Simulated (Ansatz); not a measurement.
`[Cl][Ge]([Cl])([Cl])[SeH]`, relaxed with RKS PBE-D4/def2-SVP in Ansatz from a rough embedded geometry. The force threshold is 0.03 eV/Å; the program also tests the step.

Total charge 0; spin multiplicity 1.

Start:

```xyz
6

Cl   -0.966   -2.012    0.356
Ge   -0.481    0.051   -0.066
Cl   -1.835    0.752   -1.561
Cl   -0.725    1.282    1.652
Se    1.729    0.257   -0.847
H     2.279   -0.329    0.465
```

Task: By how much does the energy fall, and how many steps does the optimiser take? (An estimate is asked.)

Result: The calculation gave: 0.07 eV, in 3 steps.

Task: Which bonds change most? (An estimate is asked.)

Result: Computed: Se5–H6 from 1.539 to 1.487 Å; Ge2–Cl4 from 2.127 to 2.164 Å; Ge2–Cl3 from 2.136 to 2.158 Å; Ge2–Se5 from 2.353 to 2.348 Å.

Task: Give the relaxed structure. (Estimate.)

Result: Computed: 
```xyz
6

Cl   -0.979   -1.983    0.429
Ge   -0.455    0.058   -0.066
Cl   -1.781    0.764   -1.615
Cl   -0.784    1.227    1.725
Se    1.741    0.245   -0.876
H     2.257   -0.312    0.403
```
